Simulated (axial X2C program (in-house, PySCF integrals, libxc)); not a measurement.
# Worked dissociation energy of TiSn: MP2, spin-free

Calculated with an in-house relativistic program for diatomic molecules. Spin-free means the one-electron spin-free X2C Hamiltonian. Basis: Sn dyall-cv3z [11s12p9d4f1g], Ti dyall-cv3z [10s10p6d4f2g] (cores contracted in-house); Gaussian nuclei, density fitting, unrestricted open shells. Masses: Sn 119.902 u, Ti 47.948 u.

Molecular state: M_S = 2, Λ = 2 (beyond evenly filled blocks: σα, π+α, π-α, δ+α).

Correlated methods: 8 electrons correlated (number of frozen shells: Sn 4 s, 3 p, 2 d; Ti 3 s, 2 p), 342 virtual spin orbitals or spinors in MP2.

* E(Sn) (2M_S = 2, M_L = 0): -6173.877128 hartree
* E(Ti) (2M_S = 2, M_L = 2): -852.801168 hartree
* E(TiSn) at Re: -7026.719912 hartree
* ωe: 205.4 cm⁻¹
* ωexe: 0.976 cm⁻¹

Task: Work out De and D0.

Result: De = -6173.877128 + (-852.801168) − (-7026.719912) = 0.04162 hartree = 1.132 eV. The zero-point energy is ωe/2 − ωexe/4 = 102 cm⁻¹ = 0.013 eV, so D0 = 1.120 eV.

The state is a single determinant with fixed occupations, the lowest that a limited PBE0 search found. Dissociation energies refer to the lowest single-determinant-based atoms at the same level and basis. PBE0 can misorder states that lie within some tenths of an eV, so this need not be the ground state of the molecule. The nearest other spin-free determinant of the search, M_S = 1, Λ = 4, lies 0.55 eV up at the distance of the search. The outer-core s and p shells of the metal are frozen in the correlated rows, which leaves out core–valence correlation; for alkali and alkaline-earth bonds that tends to lengthen them. With the outer-core shells frozen, correlated bond lengths of heavy atoms tend to come out a few hundredths of an ångström too long. Spin-free De lacks the spin–orbit lowering of the heavy p-block atom, a tenth of an eV or more for 4p and 5p, up to an eV for 6p and one to two eV for 7p atoms, less what an open-shell molecule gains itself.

Each atomic determinant is the lowest at this level and need not be a pure term. Totals compare only within one Hamiltonian and basis.
